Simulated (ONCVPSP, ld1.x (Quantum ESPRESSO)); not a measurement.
# Potentials for silver (Ag) compared

Generated with ld1.x 7.5 (TM, RRKJ, ultrasoft, PAW), atompaw 4.2 or ONCVPSP 4.0.1. The cutoff is in Ry: for ld1.x and atompaw files where the sum of valence levels is converged to 10 mRy in a Bessel basis, for ONCV files where the hardest occupied wave has 1 mHa per electron of residual kinetic energy. The error is the largest all-electron minus pseudo excitation energy over each file’s own four to seven test configurations (ionisations up to +4, promotions, holes and added fractions of an electron), all of which were solved. The labels leave out finer settings (local radius, basis sizes, second energies), which also bear on the numbers. Spin-polarised tests are not counted. The rows are a selection from randomly drawn settings: files with unsolved tests, undetermined cutoffs or missed reference levels are left out.

```tsv
potential	cutoff (Ry)	largest error (meV)	bound ghosts
PAW, LDA (PZ), scalar-relativistic, rc 2.35/2.95/1.35 (spd), local smoothed, core correction yes, reference 4d9.5 5s0 5p0	60	-817	none
ONCV, PBEsol, fully relativistic, rc 1.66/1.18/1.60 (spd), local smoothed, core correction yes, reference 4s2 4p6 4d10 5s1, qcut 10.9/10/8.6, projectors 2/1/1	76	+52	none
RRKJ, LDA (PZ), fully relativistic, rc 2.30/2.45/1.30 (spd), local p, core correction no, reference 4d10 5s1 5p0	70	-745	none
TM, revPBE, scalar-relativistic, rc 2.05/2.45/1.95 (spd), local s, core correction yes, reference 4d10 5s0 5p0	55	-778	none
ONCV, LDA (Perdew-Wang 92), scalar-relativistic, rc 1.30/1.25/1.80 (spd), local smoothed, core correction no, reference 4s2 4p6 4d9 5s2, qcut 9.9/10/8.3, projectors 2/2/2	75	+9.1	none
TM, PBE, scalar-relativistic, rc 1.35/1.40/1.45 (spd), local s, core correction yes, reference 4s2 4p6 4d10 5s0 5p0	90	+1386	none
```

(1) Fill in the row for Ag: TM, PW91, scalar-relativistic, rc 1.80/2.45/1.50 (spd), local s, core correction yes, reference 4d10 5s1 5p0.

Results:

(1) cutoff 70 Ry, largest error -695 meV, bound ghosts: none.
